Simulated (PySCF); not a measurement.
**SMILES CNc1cc(O)c[se]1, C₅H₇NOSe**

Geometry (Å), atoms numbered from 1 in this order:
```xyz
15

C     2.660   -0.362   -0.212
N     1.562    0.542   -0.442
C     0.276    0.072   -0.343
C    -0.855    0.825   -0.220
C    -2.070    0.083   -0.232
O    -3.294    0.671   -0.122
C    -1.932   -1.263   -0.348
Se   -0.142   -1.759   -0.481
H     2.674   -0.762    0.811
H     2.569   -1.202   -0.906
H     3.597    0.155   -0.409
H     1.687    1.471   -0.065
H    -0.835    1.899   -0.125
H    -3.180    1.625   -0.050
H    -2.722   -1.986   -0.384
```

Level of theory: PySCF 2.14.0, GIAO B3LYP/pcSseg-1 magnetisability, rotational g tensor and spin-rotation constants, non-relativistic, gas phase. Geometry: GFN2-xTB.

The calculation is non-relativistic, which matters for the atoms heavier than Zn.

**Question.** How diamagnetic is it, and how anisotropic?

**Answer.** Isotropic -1488 × 10⁻³⁰ J/T², or -89.6 × 10⁻⁶ cm³/mol; principal values -1794, -1402, -1267 × 10⁻³⁰ J/T², anisotropy 474 × 10⁻³⁰ J/T² (root of half the summed squared differences of the principal values). The susceptibility is in cgs units.

**Question.** Split it along the inertial axes a, b, c into diamagnetic and paramagnetic parts about the centre of mass, with the quadrupole moment.

**Answer.** 
| axis | χ (10⁻⁶ cm³/mol) | diamagnetic (10⁻⁶ cm³/mol) | paramagnetic (10⁻⁶ cm³/mol) | summed x² of all electrons (Å²) | quadrupole Θ (D Å) |
| --- | --- | --- | --- | --- | --- |
| a | -84.2 | -559.5 | 475.3 | 253.4 | +0.50 |
| b | -76.6 | -1141.8 | 1065.2 | 116.2 | +11.59 |
| c | -108.0 | -1568.1 | 1460.0 | 15.7 | -12.08 |

Anisotropies 2χaa − χbb − χcc = +16.3 and 2χbb − χaa − χcc = +39.0 × 10⁻⁶ cm³/mol. Θ is traceless in Buckingham's convention.

**Question.** And the rotational g tensor?

**Answer.** 
```csv
axis,rotational constant (GHz),g,nuclear part,electronic part
a,2.4771,-0.0196,0.5335,-0.5531
b,1.1518,-0.0168,0.5596,-0.5764
c,0.7926,+0.0054,0.5490,-0.5436
```
Asymmetric top; isotopes 12C, 1H, 14N, 16O, 80Se; no vibrational averaging.
